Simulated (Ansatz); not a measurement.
`[F][Ga]([F])[Br]` + silanol → `[F][Ga]([F])[O][SiH3]` + HBr at 500 K and 1 bar (ligand exchange at a Ga–Br bond).

Computed with Ansatz on PBE0-D4/def2-TZVP structures; ΔE is electronic, products minus reactants. CBS: MP2 limit from def2 TZ/QZ plus the TZ coupled-cluster correction, frozen cores. For Br, Ga outer-core shells are correlated without core-valence functions, which leaves a few kJ/mol of doubt a bond. Scalar relativity is left out up to krypton. One conformer a species, not always the lowest.

| species | CCSD(T)/CBS energy (Eh) | H − E (kJ/mol) | S (J/(mol·K)) |
| --- | --- | --- | --- |
| `[F][Ga]([F])[Br]` | -4696.97905 | 44.9 | 362.7 |
| `O[SiH3]` | -366.69042 | 127.5 | 292.9 |
| `[F][Ga]([F])[O][SiH3]` | -2489.72997 | 135.7 | 449.9 |
| HBr | -2573.91920 | 30.5 | 213.7 |

H − E and S are ideal-gas, rigid-rotor, harmonic terms from PBE0-D4/def2-TZVP, for one conformer and one mirror image of each species. 1 Eh = 2625.50 kJ/mol, R = 8.31446 J/(mol·K).

Problem. By hand: ΔE, ΔH, ΔS and ΔG.

Solution. ΔE = (-2489.72997) + (-2573.91920) − (-4696.97905) − (-366.69042) = 0.02030 Eh = 53.3 kJ/mol. Δ(H − E) = 135.7 + 30.5 − 44.9 − 127.5 = -6.2, so ΔH = 47.1 kJ/mol. ΔS = 449.9 + 213.7 − 362.7 − 292.9 = 8.0 J/(mol·K). ΔG = 47.1 − 500 × (8.0)/1000 = 43.1 kJ/mol.

Problem. By hand: the equilibrium constant, and the temperature at which ΔG would vanish if ΔH and ΔS stayed fixed.

Solution. log₁₀ K = −ΔG/(RT ln 10) = -4.5. ΔG = 0 at ΔH/ΔS = 5888 K, far beyond where these terms or the molecules hold.

The number of gas molecules stays the same, so ΔS is small and ΔH decides. A doubt of 5 kJ/mol in ΔE shifts log₁₀ K by 0.5 here. Other conformers and mirror images would add mixing entropy, several J/(mol·K) or more a flexible species. Modes under 60 cm⁻¹, often nearly free rotors, make the harmonic entropy too high. These are equilibria of isolated gas molecules and say nothing of rates. Largest T1 diagnostic: 0.014 (customary marks: 0.02 for closed shells, 0.045 for open ones).
